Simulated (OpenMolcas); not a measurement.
**Nd⁴⁺: effect of the basis set**

```
Program             : OpenMolcas 26.06
Method              : CASSCF
Active space        : 2 electrons in 7 orbitals (4f)
State averaging     : 2S+1 = 3 even, 21 roots; 2S+1 = 1 even, 28 roots (27 in the spin-orbit step)
Spin-orbit coupling : RASSI with atomic mean-field integrals over the reference wave functions, term energies averaged over their components
```

A. ANO-R0 [6s4p2d1f], X2C, finite nucleus; cost of the order of 7 core-seconds
B. ANO-RCC-VDZ [7s6p4d2f], X2C, point nucleus; cost roughly 9 core-seconds
C. ANO-R3 [9s8p5d5f3g1h], X2C, finite nucleus; cost of the order of 16 core-seconds

Energies in cm-1 above 4f2 3H4, the measured ground level; measured values from the list in Carvajal Gallego et al., Mon. Not. R. Astron. Soc. 518, 332 (2023).

| Level | A | B | C | Measured |
| --- | --- | --- | --- | --- |
| 4f2 3H4 | 0.0 | 0.0 | 0.0 | 0.0 |
| 4f2 3H5 | 2501 | 2981 | 2955 | 2834 |
| 4f2 3H6 | 5113 | 6093 | 6042 | 5743 |
| 4f2 3F2 | 6799 | 7811 | 7759 | 5894 |
| 4f2 1G4 [50 %] | 8372 | 9784 | 9724 |  |
| 4f2 3F3 | 8412 | 9742 | 9674 | 7785 |
| 4f2 3F4 [52 %] | 11736 | 13760 | 13663 |  |
| 4f2 1D2 | 23564 | 27093 | 26888 | 20551 |
| 4f2 1I6 | 28227 | 32414 | 32157 | 26088 |
| 4f2 3P0 | 29644 | 34005 | 33784 | 25051 |
| 4f2 3P1 | 30088 | 34534 | 34309 | 25893 |
| 4f2 3P2 | 31449 | 36171 | 35929 | 27479 |

Deviations, from unrounded energies. A percentage is the sum of absolute deviations over the sum of measured energies, with the sign that they share, or ± where signs differ.

| Against measurement | Levels | A | B | C |
| --- | --- | --- | --- | --- |
| mean absolute deviation (cm-1) | 9 | 2300 | 4800 | 4700 |
| fine structure of the ground term (%) | 2 | -11.2 | +5.8 | +4.9 |
| other terms of the ground configuration (%) | 7 | +14.0 | +31.0 | +30.1 |

A lies closest to measurement on these levels and B furthest from it. The largest miss of A in the table is 4f2 3P0, by +4600 cm-1. The ranking rests on the paired levels alone, and a cruder setting can come out closer through cancelling errors.

Among A to C the level of the table that moves most is 4f2 3P2, by 4700 cm-1 (lowest in A, highest in B).

Some high roots are left out of the spin-orbit mixing, which shifts the levels that they would mix with. Without dynamic correlation excited terms often stand tens of per cent too high (terms of higher spin than the ground term too low), and those without a measured partner can miss by more than the paired ones. The basis is small and was not contracted for so high a charge (holds for A; B). Some levels mix across a computed gap that differs much from the measured one, so their mixing is not that of the real levels (holds for B; C). Computed and measured levels are paired by configuration, term and J; levels that our copy of the source lacks, or whose pairing is in doubt (as where it misses far off the trend of its configuration), stay unpaired and out of the deviations. Only configurations of the active space appear.

A share in square brackets marks a mixed level and gives the weight of the term that names it, the lowest over the columns.
